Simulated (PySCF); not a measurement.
**Polarisability and C₆ of Nb+ (niobium, charge +1)**

[Kr] 4d4, high-spin 5D determinant. Computed with PySCF 2.14 in aug-cc-pV5Z-PP with ECP28MDF (8s8p7d5f4g3h2i, 197 functions), with a scalar-relativistic core potential. Coupled (time-dependent) response in atomic units; α is the mean over directions.

```tsv
method	mean α (bohr³)	α xx, yy, zz	C₆ (like pair)	S(−4)
PBE	28.90	24.84, 24.84, 37.03	188.8	705.0
```

S(−4) is the Cauchy moment in α(ω) = α(0) + S(−4) ω² + …

Spin-orbit coupling is absent.

α(iu) at PBE:

```tsv
u (hartree)	α(iu) (bohr³)
0	28.90
0.0500	27.30
0.100	23.82
0.200	17.47
0.300	13.50
0.500	9.111
0.750	6.265
1.00	4.622
1.50	2.827
2.00	1.895
3.00	1.004
5.00	0.4096
```

A single London oscillator, α(iu) = α/(1 + u²/ω²), gives C₆ = (3/4) ω α². Matching the computed C₆ needs ω = 4 × 188.8 / (3 × 28.90²) = 0.301 hartree.

For an ion, C₆ is the dispersion term alone; charge-induced terms of lower order in 1/R come first.

The components differ because the open shell of this determinant is not spherical; for a pure term their mean is the scalar polarisability.

Energies and moments cover only the electrons outside the core potential.
